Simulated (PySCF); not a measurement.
Gas-phase reaction: ZnI₂ + 2 Cl + 2 H → ZnCl₂ + 2 HI

Computed with PySCF and rigid-rotor harmonic-oscillator thermochemistry at 1 bar. † marks an energy on the PBE0/def2-TZVP geometry and frequencies; other levels use their own. MP2 freezes the core. Open shells (unrestricted): Cl (multiplicity 2, electronic degeneracy 6), H (multiplicity 2); the rest are closed-shell singlets. Spin-orbit splitting is ignored; it lowers the true energy and changes the entropy of Cl. I: scalar-relativistic def2 core potential, no spin-orbit coupling. Zn: all electrons, no relativistic terms. MP2 isn't extrapolated to the basis-set limit; its ΔH°(298 K) is -746.5 kJ in def2-SVP and -947.1 kJ in def2-TZVPP. The harmonic model lacks anharmonicity and excited electronic states, which grow with temperature; levels with a mode under 35 cm⁻¹ are left out. Soft modes under 120 cm⁻¹ make the harmonic entropy rough for ZnI₂, ZnCl₂.

| level | ΔE electronic, kJ | ΔH°(298 K), kJ | ΔS°(298 K), J/K | ΔG°(2000 K), kJ |
|---|---|---|---|---|
| BLYP/def2-TZVP† | -825 | -803 | -192 | -371 |
| HF/def2-TZVP† | -584 | -562 | -192 | -129 |
| M06-2X/def2-TZVP† | -815 | -793 | -192 | -360 |
| MP2/def2-SVP† | -768 | -746 | -192 | -314 |
| PBE/def2-SVP | -821 | -801 | -191 | -372 |
| PBE/def2-TZVP† | -834 | -812 | -192 | -379 |
| r2SCAN/def2-TZVP† | -834 | -812 | -192 | -379 |
| ωB97M-V/def2-TZVP† | -842 | -820 | -192 | -387 |
| ωB97X-V/def2-TZVP† | -836 | -814 | -192 | -381 |
ΔH° is lowest at ωB97M-V/def2-TZVP† and highest at HF/def2-TZVP†. No reference value is set beside these.
